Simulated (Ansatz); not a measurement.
Mulliken charges of `[O]=[W]([F])([F])=[S]` from r2SCAN/def2-TZVPP in Ansatz (PBE0-D4/def2-TZVP geometry).

| atom | x (Å) | y (Å) | z (Å) | charge (e) |
| --- | --- | --- | --- | --- |
| O1 | -0.716 | -0.491 | 1.474 | -0.365 |
| W2 | 0.017 | -0.094 | 0.006 | 1.184 |
| F3 | 1.816 | -0.491 | 0.112 | -0.289 |
| F4 | -0.851 | -0.990 | -1.353 | -0.289 |
| S5 | -0.216 | 1.993 | -0.280 | -0.242 |

Problem. By hand: the dipole of these point charges (1 e Å = 4.8032 D).

Solution. Σ q r = (0.055, 0.014, -0.104) e Å, of length 0.118 e Å = 0.57 D.

Problem. How does the dipole of the full density compare? (Best estimate.)

Solution. Ansatz gave: (0.129, -0.136, -0.189) e Å, 1.28 D; the point charges give 0.45 times that, at 38° from its direction.

Point charges leave out the atoms' own dipoles, such as those of lone pairs, and Mulliken's split depends on the basis, so the two needn't agree.
